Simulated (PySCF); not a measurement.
CH₈O₃Si₂. Atoms are numbered in the order given.

```xyz
14

O     -0.3582     1.6106     0.9949
C     -0.5714     0.6061    -0.0062
Si    -2.1282    -0.3506     0.4926
Si     0.9637    -0.4511    -0.1813
O      2.1659     0.6947     0.0278
O      0.9351    -1.1213    -1.6995
H      0.5542     1.9215     0.8808
H     -0.7695     1.0475    -1.0114
H     -1.9148    -1.0240     1.8083
H     -2.4186    -1.3894    -0.5439
H     -3.2913     0.5771     0.6056
H      1.1463    -1.5230     0.8451
H      3.0202     0.4134     0.3729
H      1.4637    -1.9098    -1.8632
```
Charge 0, spin multiplicity 1.

Coordinates come from a r2SCAN-D4/def2-SVP optimisation. The structure was generated by enumeration; whether it is a known compound was not checked. The values are those of a single conformer.

All values below come from PBE/def2-TZVP (PySCF).

Atomic charges (e):

| atom | Löwdin | Mulliken |
|---|---|---|
| O1 | ? | -0.41 |
| C2 | ? | -0.04 |
| Si3 | 0.24 | 0.11 |
| Si4 | -0.02 | 0.43 |
| O5 | -0.11 | -0.51 |
| O6 | -0.09 | -0.47 |
| H7 | ? | 0.31 |
| H8 | 0.15 | 0.09 |
| H9 | ? | -0.02 |
| H10 | ? | -0.03 |
| H11 | ? | -0.02 |
| H12 | ? | -0.06 |
| H13 | 0.17 | 0.32 |
| H14 | 0.17 | 0.31 |

### Question
Complete the blanks. (An estimate is asked for; the answer gives what the named calculation found.)

### Answer

- O1, Löwdin: -0.01
- C2, Löwdin: -0.55
- H7, Löwdin: 0.17
- H9, Löwdin: -0.03
- H10, Löwdin: -0.03
- H11, Löwdin: -0.03
- H12, Löwdin: -0.04

Computed Mayer and Wiberg (Löwdin basis) orders of the bonds:
```json
[
 {"bond": "O1–C2", "Mayer": "0.98", "Wiberg": "1.54"},
 {"bond": "C2–Si3", "Mayer": "0.97", "Wiberg": "1.15"},
 {"bond": "C2–Si4", "Mayer": "0.99", "Wiberg": "1.08"},
 {"bond": "Si4–O5", "Mayer": "1.18", "Wiberg": "1.64"},
 {"bond": "Si4–O6", "Mayer": "1.26", "Wiberg": "1.70"},
 {"bond": "O1–H7", "Mayer": "0.88", "Wiberg": "1.00"},
 {"bond": "C2–H8", "Mayer": "0.88", "Wiberg": "0.81"},
 {"bond": "Si3–H9", "Mayer": "0.95", "Wiberg": "0.95"},
 {"bond": "Si3–H10", "Mayer": "0.94", "Wiberg": "0.94"},
 {"bond": "Si3–H11", "Mayer": "0.95", "Wiberg": "0.95"},
 {"bond": "Si4–H12", "Mayer": "0.90", "Wiberg": "0.89"},
 {"bond": "O5–H13", "Mayer": "0.88", "Wiberg": "1.02"},
 {"bond": "O6–H14", "Mayer": "0.88", "Wiberg": "1.02"}
]
```
